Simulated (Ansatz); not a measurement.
`OC(S)=[Se]` + H₂ → `OC=[Se]` + H₂S at 400 K and 1 bar (hydrogenolysis of a C–S bond).

Calculated with Ansatz (gas phase, PBE0-D4/def2-TZVP geometries, no zero-point term in ΔE). CBS: MP2 limit from def2 TZ/QZ plus the TZ coupled-cluster correction, frozen cores. This one scheme is used for every species. For Se outer-core shells are correlated without core-valence functions, which leaves a few kJ/mol of doubt a bond. Scalar relativity is left out up to krypton. One conformer a species, not always the lowest.

```tsv
species	CCSD(T)/CBS energy (Eh)	H − E (kJ/mol)	S (J/(mol·K))
`OC(S)=[Se]`	-2912.88980	104.4	330.6
H₂	-1.17544	38.0	139.0
`OC=[Se]`	-2515.09992	98.1	289.1
H₂S	-398.97279	53.4	215.9
```

H − E and S are ideal-gas, rigid-rotor, harmonic terms from PBE0-D4/def2-TZVP, for one conformer and one mirror image of each species. The MP2-based limit puts H₂ 0.8 mEh under its directly extrapolated value; such offsets cancel only in part. 1 Eh = 2625.50 kJ/mol, R = 8.31446 J/(mol·K).

Task: By hand: ΔE, ΔH, ΔS and ΔG.

Result: ΔE = (-2515.09992) + (-398.97279) − (-2912.88980) − (-1.17544) = -0.00747 Eh = -19.6 kJ/mol. Δ(H − E) = 98.1 + 53.4 − 104.4 − 38.0 = 9.1, so ΔH = -10.5 kJ/mol. ΔS = 289.1 + 215.9 − 330.6 − 139.0 = 35.4 J/(mol·K). ΔG = -10.5 − 400 × (35.4)/1000 = -24.7 kJ/mol.

Task: By hand: the equilibrium constant, and the temperature at which ΔG would vanish if ΔH and ΔS stayed fixed.

Result: log₁₀ K = −ΔG/(RT ln 10) = 3.2. ΔH and −TΔS have one sign here, so there is no such temperature.

TΔS isn't small against ΔH here. A doubt of 5 kJ/mol in ΔE shifts log₁₀ K by 0.7 here. Other conformers and mirror images would add mixing entropy, several J/(mol·K) or more a flexible species. These are equilibria of isolated gas molecules and say nothing of rates. Largest T1 diagnostic: 0.017 (customary marks: 0.02 for closed shells, 0.045 for open ones).
